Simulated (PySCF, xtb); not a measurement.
H₁₁NSi₄, SMILES [SiH3]N[SiH2][SiH2][SiH3]. One conformer was computed; it need not be the lowest.

Harmonic wavenumbers (cm⁻¹) from GFN2-xTB in xtb 6.7.1 at its own minimum, in rising order: 15, 37, 45, 57, 88, 148, 200, 318, 334, 386, 396, 434, 461, 499, 546, 565, 569, 604, 619, 700, 725, 762, 790, 800, 810, 821, 828, 831, 857, 979, 1213, 2118, 2139, 2147, 2196, 2208, 2211, 2220, 2237, 2255, 2282, 3464.

**Question.** What does PBE-D3(BJ)/def2-SVP in PySCF 2.14.0 give at its own minimum? (Estimate from the structure and the level; the computed values follow.)

**Answer.** 9, 32, 41, 72, 130, 166, 208, 313, 366, 389, 396, 439, 480, 534, 590, 640, 646, 683, 691, 786, 803, 840, 874, 887, 892, 902, 907, 917, 921, 964, 1160, 2122, 2132, 2139, 2144, 2146, 2148, 2161, 2162, 2167, 2188, 3492. Paired by order, the mean absolute difference is 47 cm⁻¹ and the zero-point energies are 59.9 and 61.0 kcal/mol.
